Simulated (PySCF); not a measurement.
Si(H)2(Cl)(OMe) (CH5ClOSi), SMILES [SiH2](OC)Cl.

Geometry optimised at PBE-D3(BJ)/def2-SVP. One conformer was computed; it need not be the lowest.

The numbers are results of PySCF with TDA-CAM-B3LYP/def2-SVPD, not measurements.

Vertical excitations. Gas-phase values at a fixed geometry.

```tsv
state	energy (eV)	λ (nm)	f	main pairs
S1	7.73	160	0.009	HOMO→LUMO 68 %, HOMO→LUMO+2 21 %
S2	7.79	159	0.021	HOMO→LUMO+1 53 %, HOMO−1→LUMO+1 26 %
S3	8.05	154	0.001	HOMO−1→LUMO 64 %, HOMO−1→LUMO+2 24 %
S4	8.14	152	0.032	HOMO−1→LUMO+1 50 %, HOMO→LUMO+1 25 %, HOMO→LUMO 8 %
S5	8.33	149	0.037	HOMO−2→LUMO+1 72 %
S6	8.47	146	0.050	HOMO→LUMO+2 54 %, HOMO→LUMO 16 %
S7	8.57	145	0.016	HOMO−2→LUMO 40 %, HOMO−2→LUMO+2 16 %, HOMO−3→LUMO 9 %, HOMO−1→LUMO+2 8 %
S8	8.68	143	0.019	HOMO−1→LUMO+2 42 %, HOMO−1→LUMO 14 %, HOMO→LUMO+3 13 %, HOMO−2→LUMO 13 %
S9	8.88	140	0.017	HOMO−3→LUMO+1 68 %
S10	8.98	138	0.032	HOMO−3→LUMO 36 %, HOMO−2→LUMO 10 %, HOMO−3→LUMO+2 10 %, HOMO→LUMO+3 8 %
T1	7.29	170	0	HOMO→LUMO 45 %, HOMO−1→LUMO+1 16 %, HOMO→LUMO+2 9 %, HOMO→LUMO+1 8 %
T2	7.37	168	0	HOMO→LUMO+1 35 %, HOMO→LUMO+2 27 %, HOMO→LUMO 10 %, HOMO−1→LUMO+1 10 %
T3	7.66	162	0	HOMO−1→LUMO+1 47 %, HOMO→LUMO+1 17 %, HOMO−1→LUMO+2 13 %
T4	7.73	160	0	HOMO−1→LUMO 48 %, HOMO−1→LUMO+2 17 %, HOMO→LUMO+1 12 %
```
Triplets are in the Tamm–Dancoff approximation.
